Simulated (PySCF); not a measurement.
Calculation: PBE-D3(BJ)/def2-TZVP // TPSS-D3(BJ)/def2-SVP (PySCF 2.14.0). Gas-phase values, no solvent. One relaxed conformer stands for a flexible species; it need not be the lowest. 

Reference species: [Mo(OH)3(NH2)3] (neutral, multiplicity 1).

The HOMO is -5.91 eV and the mean distance from the central atom to its bonded neighbours is 1.967 Å.

Changed species: [Mo(OH)5(NH2)] (1 of 6 OH replaced by NH2; the reference has 3 of 6 OH replaced by NH2).

Q: Predict the effect on the HOMO and mean distance from the central atom to its bonded neighbours.

A: the HOMO decreases by 0.49 eV, to -6.40 eV; the mean distance from the central atom to its bonded neighbours drops by 0.028 Å, to 1.939 Å.
